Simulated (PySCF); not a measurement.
# Ionisation energy of F²⁺ by level of theory

F²⁺ [He] 2s2 2p3 (4S) → F³⁺ [He] 2s2 2p2 (3P), as a difference of total energies. Computed with PySCF 2.14 in x2c-QZVPPall with one added diffuse shell each of s, p, d, f type (8s5p4d3f1g, 73 functions), with scalar relativity by spin-free X2C-1e. Correlated levels: valence and next inner shell: nothing frozen. The calculations carry no spin-orbit coupling.

| method | ionisation energy (eV) | plus first-order spin-orbit estimate | difference from reference of that sum (eV) |
| --- | --- | --- | --- |
| UHF | 62.253 | 62.198 | -0.510 |
| MP2 (valence and next inner shell) | 62.921 | 62.866 | +0.158 |
| SCS-MP2 (valence and next inner shell) | 62.642 | 62.586 | -0.122 |
| CCSD (valence and next inner shell) | 62.701 | 62.646 | -0.062 |
| CCSD(T) (valence and next inner shell) | 62.702 | 62.647 | -0.061 |

Reference: 62.708 eV (semi-empirical (NIST evaluation); NIST Atomic Spectra Database, ionization energies).

A first-order spin-orbit estimate (lowest level to lowest level, LS coupling) adds -0.055 eV.

Errors of the correlated levels include the incompleteness of this basis.
